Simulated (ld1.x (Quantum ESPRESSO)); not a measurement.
## u(r) = r·R(r): atom against pseudo-atom (chlorine)

Columns: radius, all-electron u(r) and pseudo u(r) of the 3p shell (level -9.11 eV) of chlorine in the configuration [Ne] 3s1 3p6; revPBE, non-relativistic, PAW scheme, ld1.x (Quantum ESPRESSO) 7.5.

| r (bohr) | all-electron | pseudo |
| --- | --- | --- |
| 0.068 | 0.1164 | -0.0059 |
| 0.135 | 0.2678 | -0.0229 |
| 0.202 | 0.3512 | -0.0504 |
| 0.270 | 0.3583 | -0.0879 |
| 0.338 | 0.3049 | -0.1337 |
| 0.405 | 0.2141 | -0.1851 |
| 0.473 | 0.1010 | -0.2420 |
| 0.540 | -0.0184 | -0.3007 |
| 0.608 | -0.1387 | -0.3613 |
| 0.675 | -0.2507 | -0.4204 |
| 0.742 | -0.3530 | -0.4775 |
| 0.810 | -0.4453 | -0.5322 |
| 0.878 | -0.5254 | -0.5828 |
| 0.945 | -0.5927 | -0.6279 |
| 1.013 | -0.6493 | -0.6685 |
| 1.080 | -0.6939 | -0.7029 |
| 1.148 | -0.7289 | -0.7320 |
| 1.215 | -0.7541 | -0.7547 |
| 1.283 | -0.7712 | -0.7712 |
| 1.350 | -0.7808 | -0.7808 |
| 1.418 | -0.7842 | -0.7842 |
| 1.485 | -0.7822 | -0.7822 |
| 1.553 | -0.7755 | -0.7755 |
| 1.620 | -0.7650 | -0.7650 |
| 1.688 | -0.7513 | -0.7513 |
| 1.755 | -0.7352 | -0.7352 |

How many radial nodes do the two functions have?

The all-electron 3p function has n − l − 1 = 1; the pseudo-wave has 0, since the states of the same l below it are removed with the core.

At about which radius was the pseudo-wave matched?

1.30 bohr, where the columns begin to agree (steps of 0.07 bohr).

Is the pseudo-wave norm-conserving?

No, it belongs to a PAW set: the norm inside the radius is not constrained, and the difference is carried by the augmentation charge.
